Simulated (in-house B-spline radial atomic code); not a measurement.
# PBE0 excitations of Cs VIII (Cs7+)

Method: PBE0. Computed with a B-spline radial code for spherical atoms: linear response of the closed shell [Kr] 4d10 5s2 with the functional's adiabatic kernel; scalar-relativistic (spin-free one-electron X2C), finite nucleus, no spin-orbit coupling, no double excitations, S, P, D and F terms only; shells from n = 3 respond. Only terms of natural parity with L up to 3 were computed.

Spin-orbit coupling is strong here, so these LS terms don't match observed levels.

Command:
```bash
python run_td.py task.json out
```
Settings (radii: box in bohr, nucleus in fm):
```
Z                        55
electrons                48
configuration            [Kr] 4d10 5s2
hamiltonian              x2c
method                   pbe0
box_radius               12.81
rms_radius               4.8041
intervals                69
```

Run time, properties included: 2.3 s on 1 thread of Intel(R) Xeon(R) Platinum 8259CL CPU @ 2.50GHz (Skylake/Cascade Lake) (shared host).

The lowest states, in the order of their Tamm-Dancoff energies; the method's threshold (minus the highest occupied level) is 105.89 eV. Labels give the largest channel, * marks a mixed state, and oscillator strengths are full-response dipole values. Semilocal kernels can invert the small singlet-triplet splittings of Rydberg terms. Energies in eV:

| state | full response | Tamm-Dancoff | oscillator strength |
| --- | --- | --- | --- |
| 5s → 5p 3P | 14.886 | 15.033 | - |
| 5s → 5p 1P | 19.628 | 20.250 | 1.57 |
| 5s → 4f 3F | ? | ? | - |
| 5s → 4f 1F | 32.04 | 32.05 | - |
| 5s → 5d 3D | 39.67 | 39.70 | - |
| 5s → 5d 1D | 41.34 | 41.38 | - |
| 5s → 6s 3S | 51.30 | 51.31 | - |
| 5s → 6s 1S | 52.34 | 52.38 | - |
| 5s → 6p 3P | 58.18 | 58.19 | - |
| 5s → 6p 1P | 58.58 | 58.61 | 0.135 |
| 5s → 5f 3F | 64.04 | 64.05 | - |
| 5s → 5f 1F | 64.18 | 64.18 | - |
| 5s → 6d 3D | ? | ? | - |
| 5s → 6d 1D | 68.73 | 68.74 | - |
| 5s → 7s 3S | 73.07 | 73.08 | - |
| 5s → 7s 1S | 73.36 | 73.37 | - |

Q: Where does 5s → 4f 3F lie?

A: At 30.93 eV in full response, 30.99 eV in Tamm-Dancoff.

Q: Where does 5s → 6d 3D lie?

A: At 68.37 eV in full response, 68.38 eV in Tamm-Dancoff.

Q: How large is the singlet-triplet splitting of 5s → 5p (P terms) in Tamm-Dancoff?

A: 5.22 eV, from the unrounded values.

Q: What polarisabilities and dispersion coefficient does the method give?

A: Dipole 3.83 bohr³, quadrupole 5.232 bohr⁵, C6 11.37 hartree·bohr⁶ for two such species.
